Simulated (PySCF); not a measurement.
```xyz
3
charge 0 multiplicity 1, angstrom
Ga    0.0000    0.0000   -1.0688
S     0.0000    0.0000   -3.0820
I     0.0000    0.0000    1.3572
```

Level of theory: PBE0 in PySCF with Ga def2-TZVP, S def2-TZVP, I def2-TZVP with ECP28; scalar-relativistic core potentials, no spin–orbit coupling; density-fitted integrals.

This geometry of GaSI is a stationary point at this level.

(1) What is the point group?

(2) Is it a minimum?

(3) List the harmonic modes with their infrared intensities.

Answers

(1) C∞v.

(2) Yes: all harmonic wavenumbers are real.

(3) 
| symmetry | ω (cm⁻¹) | IR (km/mol, summed over degenerate members) |
| --- | --- | --- |
| π | 97 | 12.4 |
| σ+ | 238 | 7.0 |
| σ+ | 580 | 59.8 |

Other isomers or separated fragments may lie lower.
